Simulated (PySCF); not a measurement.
**Radial density of S⁺ (sulfur, charge +1)**

M06-2X, [Ne] 3s2 3p2 4s1, high-spin 4P determinant (an excited configuration). Computed with PySCF 2.14 in x2c-QZVPPall with one added diffuse shell each of s, p, d, f type (10s7p5d3f1g, 86 functions), with the spin-free X2C one-electron Hamiltonian (Gaussian nucleus).

```
r (bohr)  4πr²ρ (e/bohr)  4πr²(ρα − ρβ)
 0.00190          0.1329         0.0001
 0.00319          0.3492         0.0002
 0.00536          0.8940         0.0005
 0.00902           2.190         0.0013
  0.0152           4.977         0.0030
  0.0255           9.947         0.0065
  0.0429           16.01         0.0140
  0.0722           18.22         0.0372
   0.121           13.71         0.1182
   0.204           13.10         0.2807
   0.344           17.68         0.2639
   0.578           9.642        -0.0088
   0.972           2.846         0.7586
    1.64           2.664         1.3001
    2.75          0.7094         0.4839
    4.63          0.2750         0.2728
    7.78         0.01817         0.0182
```

Densities and radii are taken from the X2C orbitals without a picture-change correction, which distorts them close to the nucleus.

The outer electron is Rydberg-like, and this basis confines it to a smaller radius and binds it less than a complete one would.

(1) Where is the radial spin density 4πr²(ρα − ρβ) most negative, and why is it negative at all?

## Answers

(1) Around r = 0.578 bohr, down to -0.0088 e/bohr: exchange with the open shell polarises the paired shells in an unrestricted calculation.
